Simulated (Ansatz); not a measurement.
Consider the ligand exchange at the Si–O bond: `C[SiH2]OC(F)F` + `[NH2][GeH3]` → `C[SiH2][NH][GeH3]` + `OC(F)F`.

Computed with Ansatz on PBE0-D4/def2-TZVP structures; ΔE is electronic, products minus reactants. CCSD(T)/CBS adds triple-zeta CCSD(T) − MP2 to the extrapolated MP2 energy (def2 sets, frozen cores). Functionals use def2-TZVPP. For Ge outer-core shells are correlated without core-valence functions, which leaves a few kJ/mol of doubt a bond. Scalar relativity is left out up to krypton. One conformer a species, not always the lowest.

(1) Is it downhill or uphill in electronic energy at CCSD(T)/CBS, and by how much? (Estimate.)

(2) What do these levels give: r2SCAN-D4, PBE0-D4, ωB97X-V, ωB97M-V, r2SCAN, PBE0, HF/def2-TZVPP, SCS-MP2/def2-TZVPP, CCSD/def2-TZVPP, HF/CBS(def2), MP2/CBS(def2), CCSD/CBS(def2)? (Best estimate.)

Largest T1 diagnostic among the species: 0.012.

Answers

(1) The calculation gave: Uphill: ΔE = +25.3 kJ/mol.

(2) Ansatz gave: r2SCAN-D4 28.3, PBE0-D4 22.1, ωB97X-V 27.4, ωB97M-V 26.8, r2SCAN 28.6, PBE0 23.5, HF/def2-TZVPP 31.7, SCS-MP2/def2-TZVPP 25.1, CCSD/def2-TZVPP 25.0, HF/CBS(def2) 32.6, MP2/CBS(def2) 24.4, CCSD/CBS(def2) 26.3 kJ/mol.

In def2-TZVPP, CCSD(T) changes the Hartree–Fock value by −7.8 kJ/mol (the triples alone add −1.0 kJ/mol) and MP2 by −8.7 kJ/mol.
